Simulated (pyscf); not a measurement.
Thermochemistry of product channels of H₂C=CH–CH₂–OH on the singlet surface, in kcal/mol, from CCSD(T)/def2-TZVPP + ΔMP2(QZVPP) energies (ideal gas, 1 atm, RRHO with modes under 100 cm⁻¹ raised to 100, one conformer, R ln 2 for chiral ones without a mode under 150 cm⁻¹). Structures and frequencies: ωB97X-D3(BJ)/def2-SVP in PySCF. MP2 and CC: frozen core, UHF for open shells. ΔMP2 is the change of the MP2 total energy from the triple- to the quadruple-zeta basis.

| products | ΔE | ΔH(298 K) | ΔG(298 K) | ΔG(600 K) |
|---|---|---|---|---|
| cyclic C₃H₆O (SMILES OC1CC1) | +8.0 | +7.9 | +8.6 | [?] |
| :HC–CH₂–CH₂–OH [singlet] | [?] | +76.8 | +76.6 | +76.2 |

Task: Complete the blanks.

Result: 
- cyclic C₃H₆O (SMILES OC1CC1), ΔG(600 K): +9.3
- :HC–CH₂–CH₂–OH [singlet], ΔE: +79.1

These are energies of the channels, which say nothing of barriers. H₂C=CH–CH₂–OH lies 10.6 kcal/mol over its isomer H₂C=C(CH₃)–OH (electronic energy, ωB97M-D3(BJ)/def2-TZVP). cyclic C₃H₆O (SMILES OC1CC1) lies 17.3 kcal/mol over its isomer H₂C=C(CH₃)–OH (electronic energy, ωB97M-D3(BJ)/def2-TZVP). :HC–CH₂–CH₂–OH [singlet] may be a fragile minimum: a first optimisation, from another start, lost the drawn bonds. :HC–CH₂–CH₂–OH [singlet] is an excited spin state, 3.3 kcal/mol over the triplet at ωB97X-D3(BJ)/def2-TZVP. A restricted singlet here is unstable towards spin polarisation, as is usual where a triplet lies low; its energy is less safe. The CCSD(T) − MP2 part came from Ansatz, without density fitting, on the same reference.
